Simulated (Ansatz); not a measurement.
Two members of one family (Same ligands, another metal), computed with Ansatz in the gas phase; def2 core potentials for Zr, no spin–orbit coupling. The two geometries come from different levels. Binding counts from free atoms in the multiplicity of their measured ground term, without zero-point energy. Names give formal oxidation states. A dash marks a value that wasn't run or was left out as unsound. The structures are stationary points that may keep the symmetry of their start.

First: Zr(NH2)F3 (singlet, charge 0, r2SCAN-D4/def2-SVP geometry).

```csv
atom,x (Å),y (Å),z (Å)
Zr1,-0.4001,-0.5162,0.4289
N2,0.6194,0.7890,-0.7277
H3,1.5052,0.6114,-1.2013
H4,0.3497,1.7543,-0.9213
F5,0.1624,-2.2751,-0.0597
F6,-2.2649,-0.1572,0.2103
F7,0.0283,-0.2062,2.2708
```

```tsv
level	HOMO (eV)	LUMO (eV)	gap (eV)	vertical IE (eV)	vertical triplet (eV)	binding per atom (eV)
PBE-D4/def2-SVP	-6.50	-1.82	4.69	–	–	–
PBE-D4/def2-TZVP	-6.74	-2.04	4.70	10.40	5.42	–
r2SCANh-D4/def2-TZVP	-7.60	-1.51	6.10	–	–	–
PBE0-D4/def2-SVP	-8.04	-0.98	7.06	–	–	4.68
PBE0-D4/def2-TZVP	-8.20	-1.14	7.07	10.47	5.33	4.60
```

Metal–donor distances: 1 × N 2.02 Å, 3 × F 1.91 to 1.92 Å.

Second: Ti(NH2)F3 (singlet, charge 0, PBE0-D4/def2-SVP geometry).

```xyz
7

Ti   -0.500   -0.228    0.461
N     0.815    0.343   -0.693
H     1.353    1.200   -0.584
H     1.074   -0.140   -1.552
F    -0.199    0.512    2.004
F    -0.477   -1.966    0.487
F    -2.065    0.278   -0.123
```

Task: What does the change do? Estimate second minus first.

Result: 
| level | Δ HOMO (eV) | Δ LUMO (eV) | Δ gap (eV) | Δ vertical IE (eV) | Δ vertical triplet (eV) | Δ binding per atom (eV) |
| --- | --- | --- | --- | --- | --- | --- |
| PBE-D4/def2-SVP | -0.19 | -1.23 | -1.05 | – | – | – |
| PBE-D4/def2-TZVP | -0.31 | -1.31 | -1.00 | 0.30 | -0.79 | – |
| r2SCANh-D4/def2-TZVP | -0.35 | -1.39 | -1.03 | – | – | – |
| PBE0-D4/def2-SVP | -0.32 | -1.28 | -0.96 | – | – | -0.36 |
| PBE0-D4/def2-TZVP | -0.36 | -1.20 | -0.84 | 0.34 | -1.19 | -0.31 |

Metal–donor distances: 1 × N 1.84 Å, 3 × F 1.74 to 1.75 Å.
